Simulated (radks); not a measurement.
Ionisation of the magnesium ion Mg3+, [He] 2s2 2p5, to [He] 2s2 2p4 as the strength of local exchange is varied. Calculated with a radial shooting solver on a logarithmic mesh with Libxc functionals: Dirac Kohn-Sham, Slater X-alpha exchange (alpha = 2/3 is LDA exchange), no correlation, spin-unpolarised, spherical densities, finite nucleus; open shells fill j = l - 1/2 first; Fermi nuclear charge, rms radius 3.057 fm.

| alpha | E(Mg3+) (hartree) | exchange (hartree) | IE (eV) | -e of the level emptied (eV) | <r> of it (bohr) |
|---|---|---|---|---|---|
| 0.667 | -194.88523 | -13.38046 | 110.17 | 94.177 (2p3/2) | 0.6440 |
| 0.682 | -195.18632 | -13.69747 | 110.76 | 94.747 (2p3/2) | 0.6427 |
| 0.766 | -196.87895 | -15.48584 | 114.12 | 97.970 (2p3/2) | 0.6356 |
| 0.851 | -198.60304 | -17.31808 | 117.58 | 101.29 (2p3/2) | 0.6286 |
| 0.877 | -199.13268 | -17.88306 | 118.65 | 102.31 (2p3/2) | 0.6265 |
| 0.913 | -199.86778 | -18.66885 | 120.13 | 103.74 (2p3/2) | 0.6236 |
| 0.972 | -201.07694 | -19.96549 | 122.59 | 106.11 (2p3/2) | 0.6189 |
| 1.006 | -201.77623 | -20.71767 | 124.02 | 107.48 (2p3/2) | 0.6163 |

NIST Atomic Spectra Database: 109.27 eV (semi-empirical). The central value is not met in this range of alpha. Spin polarisation and multiplet splitting are left out, so open shells lie too high by an amount that depends on their filling.

Beside tabulated values, note that spin-unpolarised runs miss the spin-polarisation part of the exchange energy of open shells.
